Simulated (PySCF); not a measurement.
Cl₂In (SMILES [Cl][In+][Cl]), charge +1, singlet, geometry from GFN2-xTB (such geometries of metal compounds can be far from the true shape) (core potentials on In), with bond 2-1 at 1.8 times its length; CASSCF(6,7)/def2-SVP (PySCF).

PySCF was given this input:
```python
from pyscf import gto, scf, mcscf
import numpy

mol = gto.Mole()
mol.atom = '''
    In    0.000000    0.000000    0.000000
    Cl    0.000000    0.000000    4.139446
    Cl   -0.000000   -0.000000   -2.299692
'''
mol.basis = 'def2-svp'
mol.ecp = {'In': 'def2-svp'}
mol.charge = 1
mol.spin = 0
mol.verbose = 4
mol.build()

mf = scf.RHF(mol)
mf.kernel()
mc = mcscf.CASSCF(mf, 7, 6)
mc.fix_spin_(ss=0.0)
mc.kernel()
occ = numpy.linalg.eigvalsh(mc.fcisolver.make_rdm1(mc.ci, mc.ncas, mc.nelecas))[::-1]
ss = mc.fcisolver.spin_square(mc.ci, mc.ncas, mc.nelecas)[0]
print('natural occupations', occ.round(4), ' <S^2>', round(ss, 4))
```

The log (banner, timings and long lists left out):

```
PySCF version 2.14.0

[INPUT] verbose = 4
[INPUT] num. atoms = 3
[INPUT] num. electrons = 54
[INPUT] charge = 1
[INPUT] spin (= nelec alpha-beta = 2S) = 0
[INPUT] symmetry False subgroup None
[INPUT] Mole.unit = angstrom
[INPUT] Symbol           X                Y                Z      unit          X                Y                Z       unit  Magmom
[...]
nuclear repulsion = 151.536979200223
number of shells = 26
number of NR pGTOs = 133
number of NR cGTOs = 62
basis = def2-svp
ecp = {'In': 'def2-svp'}

******** <class 'pyscf.scf.hf.RHF'> ********
method = RHF
initial guess = minao
damping factor = 0
level_shift factor = 0
DIIS = <class 'pyscf.scf.diis.CDIIS'>
diis_start_cycle = 1
diis_space = 8
diis_damp = 0
SCF conv_tol = 1e-09
SCF conv_tol_grad = None
SCF max_cycles = 50
direct_scf = True
direct_scf_tol = 1e-13
Set gradient conv threshold to 3.16228e-05
Initial guess from minao.
init E= -1086.1756552716

WARN: HOMO -0.598459911886176 == LUMO -0.598459911885914

cycle= 1 E= -1107.09578113461  delta_E= -20.9  |g|= 1.17  |ddm|= 11.8
[...]
cycle= 2 E= -1107.1423863762  delta_E= -0.0466  |g|= 0.972  |ddm|= 3.98
[...]
cycle= 3 E= -1107.36207534775  delta_E= -0.22  |g|= 0.446  |ddm|= 2.79
[...]
cycle= 4 E= -1107.30291355253  delta_E= 0.0592  |g|= 0.521  |ddm|= 2.59
[...]
cycle= 5 E= -1107.38620082459  delta_E= -0.0833  |g|= 0.354  |ddm|= 2.51
[...]
cycle= 6 E= -1107.40474229376  delta_E= -0.0185  |g|= 0.27  |ddm|= 0.219
[...]
cycle= 7 E= -1107.26086591967  delta_E= 0.144  |g|= 0.63  |ddm|= 2.47
[...]
cycle= 8 E= -1107.23475241399  delta_E= 0.0261  |g|= 0.689  |ddm|= 0.114
[...]
cycle= 9 E= -1107.23621692052  delta_E= -0.00146  |g|= 0.686  |ddm|= 0.00605
[...]
cycle= 10 E= -1107.23776405474  delta_E= -0.00155  |g|= 0.683  |ddm|= 0.0103
[...]
cycle= 11 E= -1107.23650051693  delta_E= 0.00126  |g|= 0.686  |ddm|= 0.0181
[...]
cycle= 12 E= -1107.24240119228  delta_E= -0.0059  |g|= 0.672  |ddm|= 0.0333
[...]
cycle= 13 E= -1107.26654797593  delta_E= -0.0241  |g|= 0.612  |ddm|= 0.11
[...]
cycle= 14 E= -1107.40477430327  delta_E= -0.138  |g|= 0.271  |ddm|= 2.46
[...]
cycle= 15 E= -1107.41301253652  delta_E= -0.00824  |g|= 0.266  |ddm|= 0.292
[...]
cycle= 16 E= -1107.4097660354  delta_E= 0.00325  |g|= 0.286  |ddm|= 0.0457
[...]
cycle= 17 E= -1107.43483719459  delta_E= -0.0251  |g|= 0.247  |ddm|= 0.313
[...]
cycle= 18 E= -1107.4604259794  delta_E= -0.0256  |g|= 0.344  |ddm|= 1.56
[...]
cycle= 19 E= -1107.47010367884  delta_E= -0.00968  |g|= 0.313  |ddm|= 0.0729
[...]
cycle= 20 E= -1107.48100379185  delta_E= -0.0109  |g|= 0.27  |ddm|= 0.0808
[...]
cycle= 21 E= -1107.49310068283  delta_E= -0.0121  |g|= 0.207  |ddm|= 0.119
[...]
cycle= 22 E= -1107.49247942491  delta_E= 0.000621  |g|= 0.217  |ddm|= 0.0441
[...]
cycle= 23 E= -1107.50945657314  delta_E= -0.017  |g|= 0.0646  |ddm|= 0.257
[...]
cycle= 24 E= -1107.51005086446  delta_E= -0.000594  |g|= 0.0592  |ddm|= 0.0209
[...]
cycle= 25 E= -1107.51279606042  delta_E= -0.00275  |g|= 0.047  |ddm|= 0.124
[...]
cycle= 26 E= -1107.51432056171  delta_E= -0.00152  |g|= 0.0215  |ddm|= 0.0804
[...]
cycle= 27 E= -1107.51853421333  delta_E= -0.00421  |g|= 0.0211  |ddm|= 0.241
[...]
cycle= 28 E= -1107.52398786342  delta_E= -0.00545  |g|= 0.0628  |ddm|= 0.503
[...]
cycle= 29 E= -1107.51537161395  delta_E= 0.00862  |g|= 0.0645  |ddm|= 0.591
[...]
cycle= 30 E= -1107.51897374813  delta_E= -0.0036  |g|= 0.126  |ddm|= 0.987
[...]
cycle= 31 E= -1107.51635533215  delta_E= 0.00262  |g|= 0.141  |ddm|= 0.0698
[...]
cycle= 32 E= -1107.52003484511  delta_E= -0.00368  |g|= 0.129  |ddm|= 0.0671
[...]
cycle= 33 E= -1107.51810795432  delta_E= 0.00193  |g|= 0.141  |ddm|= 0.0708
[...]
cycle= 34 E= -1107.52596963746  delta_E= -0.00786  |g|= 0.0485  |ddm|= 0.642
[...]
cycle= 35 E= -1107.49248021681  delta_E= 0.0335  |g|= 0.215  |ddm|= 1.17
[...]
cycle= 36 E= -1107.52726407743  delta_E= -0.0348  |g|= 0.102  |ddm|= 0.48
[...]
cycle= 37 E= -1107.53105567425  delta_E= -0.00379  |g|= 0.0809  |ddm|= 0.163
[...]
cycle= 38 E= -1107.53268580579  delta_E= -0.00163  |g|= 0.0457  |ddm|= 0.437
[...]
cycle= 39 E= -1107.52711498255  delta_E= 0.00557  |g|= 0.117  |ddm|= 0.751
[...]
cycle= 40 E= -1107.53421317956  delta_E= -0.0071  |g|= 0.0699  |ddm|= 0.14
[...]
cycle= 41 E= -1107.53834083725  delta_E= -0.00413  |g|= 0.00738  |ddm|= 0.214
[...]
cycle= 42 E= -1107.53787528943  delta_E= 0.000466  |g|= 0.0347  |ddm|= 0.26
[...]
cycle= 43 E= -1107.53881987448  delta_E= -0.000945  |g|= 0.00675  |ddm|= 0.0808
[...]
cycle= 44 E= -1107.53886811312  delta_E= -4.82e-05  |g|= 0.00293  |ddm|= 0.0508
[...]
cycle= 45 E= -1107.53887171187  delta_E= -3.6e-06  |g|= 0.00186  |ddm|= 0.00636
[...]
cycle= 46 E= -1107.53887416018  delta_E= -2.45e-06  |g|= 0.000115  |ddm|= 0.00455
[...]
cycle= 47 E= -1107.53887417124  delta_E= -1.11e-08  |g|= 1.84e-05  |ddm|= 0.000288
[...]
cycle= 48 E= -1107.53887417097  delta_E= 2.66e-10  |g|= 4.82e-05  |ddm|= 0.000449
[...]
cycle= 49 E= -1107.53887417266  delta_E= -1.69e-09  |g|= 7.39e-06  |ddm|= 0.00015
[...]
cycle= 50 E= -1107.53887417271  delta_E= -4.71e-11  |g|= 5.78e-07  |ddm|= 4.47e-05
[...]
Extra cycle  E= -1107.53887417271  delta_E= -1.36e-12  |g|= 3.68e-07  |ddm|= 1.76e-06
converged SCF energy = -1107.53887417271

******** <class 'pyscf.mcscf.mc1step.CASSCF'> ********
CAS (3e+3e, 7o), ncore = 24, nvir = 31
max_cycle_macro = 50
max_cycle_micro = 4
conv_tol = 1e-07
conv_tol_grad = None
orbital rotation max_stepsize = 0.02
orbital rotation threshold for CI restart = 0.01
augmented hessian ah_max_cycle = 30
augmented hessian ah_conv_tol = 1e-12
augmented hessian ah_linear dependence = 1e-14
augmented hessian ah_level shift = 1e-08
augmented hessian ah_start_tol = 2.5
augmented hessian ah_start_cycle = 3
augmented hessian ah_grad_trust_region = 3
kf_trust_region = 3
kf_interval = 4
ci_response_space = 4
ci_grad_trust_region = 3
with_dep4 0
natorb = False
canonicalization = True
sorting_mo_energy = False
ao2mo_level = 2
internal_rotation = False
******** <class 'pyscf.fci.addons.SpinPenaltyFCISolver'> ********
max. cycles = 50
conv_tol = 1e-08
davidson only = True
linear dependence = 1e-12
level shift = 0.001
max iter space = 12
nroots = 1
pspace_size = 400
spin = None
CASCI E = -1107.63843131823  S^2 = 0.0000000
Set conv_tol_grad to 0.000316228
macro iter   1 ( 21 JK    4 micro), CASSCF E = -1107.65358506068  dE = -1.51537425e-02  S^2 = 0.0000000
               |grad[o]|=0.121  |grad[c]|=0.0214  |ddm|=0.0329  |maxRot[o]|=0.218
macro iter   2 ( 21 JK    4 micro), CASSCF E = -1107.65574337074  dE = -2.15831006e-03  S^2 = 0.0000000
               |grad[o]|=0.0224  |grad[c]|=0.00893  |ddm|=0.00694  |maxRot[o]|=0.295
macro iter   3 ( 21 JK    4 micro), CASSCF E = -1107.65987538723  dE = -4.13201649e-03  S^2 = 0.0000000
               |grad[o]|=0.0162  |grad[c]|=0.00885  |ddm|=0.00816  |maxRot[o]|= 0.28
macro iter   4 ( 21 JK    4 micro), CASSCF E = -1107.66688222365  dE = -7.00683642e-03  S^2 = 0.0000000
               |grad[o]|=0.0142  |grad[c]|=0.0162  |ddm|=0.0199  |maxRot[o]|=0.314
macro iter   5 ( 21 JK    4 micro), CASSCF E = -1107.67485342177  dE = -7.97119812e-03  S^2 = 0.0000000
               |grad[o]|=0.0129  |grad[c]|=0.013  |ddm|=0.00844  |maxRot[o]|=0.314
macro iter   6 ( 21 JK    4 micro), CASSCF E = -1107.68113332119  dE = -6.27989943e-03  S^2 = 0.0000000
               |grad[o]|=0.011  |grad[c]|=0.0104  |ddm|=0.00462  |maxRot[o]|=0.314
macro iter   7 ( 21 JK    4 micro), CASSCF E = -1107.68602752317  dE = -4.89420198e-03  S^2 = 0.0000000
               |grad[o]|=0.00957  |grad[c]|=0.00685  |ddm|=0.00284  |maxRot[o]|=0.314
macro iter   8 ( 21 JK    4 micro), CASSCF E = -1107.68900563570  dE = -2.97811253e-03  S^2 = 0.0000000
               |grad[o]|=0.00696  |grad[c]|=0.00408  |ddm|=0.00249  |maxRot[o]|=0.314
macro iter   9 ( 17 JK    4 micro), CASSCF E = -1107.68961245519  dE = -6.06819493e-04  S^2 = 0.0000000
               |grad[o]|=0.00314  |grad[c]|=0.00711  |ddm|=0.00266  |maxRot[o]|=0.194
macro iter  10 ( 19 JK    4 micro), CASSCF E = -1107.68963251923  dE = -2.00640386e-05  S^2 = 0.0000000
               |grad[o]|=0.00373  |grad[c]|=0.000925  |ddm|=0.000334  |maxRot[o]|=0.0281
macro iter  11 (  8 JK    1 micro), CASSCF E = -1107.68963281531  dE = -2.96083726e-07  S^2 = 0.0000000
               |grad[o]|=0.000126  |grad[c]|=0.000463  |ddm|=3.45e-05  |maxRot[o]|=0.00226
macro iter  12 (  7 JK    1 micro), CASSCF E = -1107.68963293291  dE = -1.17595619e-07  S^2 = 0.0000000
               |grad[o]|=6.98e-05  |grad[c]|=0.000296  |ddm|=1.94e-05  |maxRot[o]|=0.00145
macro iter  13 (  6 JK    1 micro), CASSCF E = -1107.68963297797  dE = -4.50650077e-08  S^2 = 0.0000000
               |grad[o]|=3.96e-05  |grad[c]|=0.00019  |ddm|=1.06e-05  |maxRot[o]|=0.000976
1-step CASSCF converged in  13 macro (225 JK  43 micro) steps
CASSCF canonicalization
Density matrix diagonal elements [1.98998426 0.99803184 1.49452151 1.47707178 0.01097982 0.00630487
 0.02310591]
CASSCF energy = -1107.68963297797
CASCI E = -1107.68963297797  E(CI) = -9.37908255716229  S^2 = 0.0000000
natural occupations [1.9901 1.9836 1.     0.998  0.0111 0.0109 0.0063]  <S^2> 0.0
```
